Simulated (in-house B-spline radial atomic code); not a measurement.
A run on an ion of nuclear charge 2 with 1.41 electrons that did not converge. Method: scalar-relativistic (X2C) OLYP, spin-polarised, spherical fractional occupations, Gaussian nucleus of rms radius 1.6755 fm; computed with a B-spline radial code for spherical atoms.

Command:
```bash
python run_scf.py task.json out
```
Settings (nuclear radius in fm, mass in u):
```
Z                2
configuration    1s1.41
hamiltonian      x2c
method           optx,lyp
spin_polarised   True
nucleus          gauss
rms_radius       1.6755
atomic_mass      4.0026
speed_of_light   137.035999084
```

First and last ten iterations of the last attempt (damped for 15 steps, keeping 80 % of the old Fock matrix, then DIIS):
```
 iter        energy (Eh)    residual
    1          -2.405066    2.89e-02
    2          -2.448118    6.27e-03
    3          -2.448657    4.75e-03
    4          -2.448972    3.58e-03
    5          -2.449155    2.70e-03
    6          -2.449261    2.03e-03
    7          -2.449322    1.52e-03
    8          -2.449357    1.14e-03
    9          -2.449377    8.54e-04
   10   400190710.583200    2.45e+00
  111    12986799.451260    6.07e+00
  112    29859538.577690    7.66e+00
  113    34034480.536240    8.28e+00
  114    45177484.402240    8.28e+00
  115    26488847.826640    8.50e+00
  116    27095748.106160    8.45e+00
  117    35375192.495280    8.44e+00
  118    12947347.380040    6.05e+00
  119    26096429.784660    8.33e+00
  120    27907858.662660    8.47e+00
 not converged after 120 iterations
```

The smallest residual met was 8.5e-04; the threshold is about 1e-07. No energy from this run should be used. Time taken, with all properties: 0.82 s on 1 thread of Arm Neoverse V2, on a shared host.
